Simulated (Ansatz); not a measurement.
Species: CAgO, net charge 1, singlet state. 
Structure (B3LYP-D3(BJ)/def2-TZVP (Ansatz, an electronic-structure program) minimum search):
```xyz
3

Ag     0.0000     0.0000    -0.6399
C      0.0000     0.0000     1.5119
O      0.0000     0.0000     2.6254
```
Charge +1, spin multiplicity 1.

Total electronic energies in hartree. Valence correlation only, unless marked. No spin-orbit coupling. Frozen are the shells of the preceding noble gas and the d and f shells that filled before the atom's block. In def2 rows, elements after Kr have scalar-relativistic effective core potentials. STO-3G rows are all-electron and non-relativistic. CBS(X,Y): correlation extrapolated as X^-3; Hartree-Fock from the larger set. [CCSD(T)-MP2]/basis is that difference in the basis named.

```json
[
 {"level": "HF/def2-TZVPPD", "program": "Ansatz", "energy (Eh)": "-258.68184"},
 {"level": "HF/def2-QZVPPD", "program": "Ansatz", "energy (Eh)": "-258.68783"},
 {"level": "RI-HF/def2-TZVPP", "program": "Ansatz", "energy (Eh)": "-258.68158"},
 {"level": "PBE/def2-TZVPD", "program": "Ansatz", "energy (Eh)": "-259.97526"},
 {"level": "BLYP-D4/def2-TZVPD", "program": "Ansatz + dftd4", "energy (Eh)": "-260.04726"},
 {"level": "revPBE/def2-TZVPD", "program": "Ansatz", "energy (Eh)": "-260.11876"},
 {"level": "B3LYP-D3(BJ)/def2-TZVPD", "program": "Ansatz + dftd3", "energy (Eh)": "-260.14464"},
 {"level": "PBE0-D4/def2-TZVP", "program": "Ansatz + dftd4", "energy (Eh)": "-259.95941"},
 {"level": "PBE0-D4/def2-TZVPD", "program": "Ansatz + dftd4", "energy (Eh)": "-259.95965"},
 {"level": "BHLYP-D3(BJ)/def2-TZVPD", "program": "Ansatz + dftd3", "energy (Eh)": "-259.94602"},
 {"level": "BHLYP/def2-TZVPD", "program": "Ansatz", "energy (Eh)": "-259.94321"},
 {"level": "RPA@PBE/def2-TZVPP", "program": "Ansatz", "energy (Eh)": "-259.65860"},
 {"level": "MP2/STO-3G", "program": "Ansatz", "energy (Eh)": "-5257.76073"},
 {"level": "MP2/def2-SVPD", "program": "Ansatz", "energy (Eh)": "-259.04152"},
 {"level": "MP2/def2-QZVPP", "program": "Ansatz", "energy (Eh)": "-259.47564"},
 {"level": "MP2/CBS(def2-TZVPP,def2-QZVPP)", "program": "Ansatz", "energy (Eh)": "-259.5179"},
 {"level": "RI-MP2/def2-TZVPP", "program": "Ansatz", "energy (Eh)": "-259.41149"},
 {"level": "RI-MP2/def2-TZVPPD", "program": "Ansatz", "energy (Eh)": "-259.41303"},
 {"level": "SCS-MP2/STO-3G", "program": "Ansatz", "energy (Eh)": "-5257.75957"},
 {"level": "SCS-MP2/def2-SVP", "program": "Ansatz", "energy (Eh)": "-258.98578"},
 {"level": "RI-MP2/CBS(def2-TZVPPD,def2-QZVPPD)+[CCSD(T)-MP2]/def2-TZVPPD", "program": "Ansatz", "energy (Eh)": "-259.5196"},
 {"level": "RI-MP2/CBS(def2-TZVPP,def2-QZVPP)+[CCSD(T)-MP2]/def2-QZVPP", "program": "Ansatz", "energy (Eh)": "-259.5163"},
 {"level": "CCSD(T)/CBS(def2-TZVPPD,def2-QZVPPD)", "program": "Ansatz", "energy (Eh)": "-259.5132"}
]
```

Totals of different functionals don't rank their quality; only differences between species are comparable.
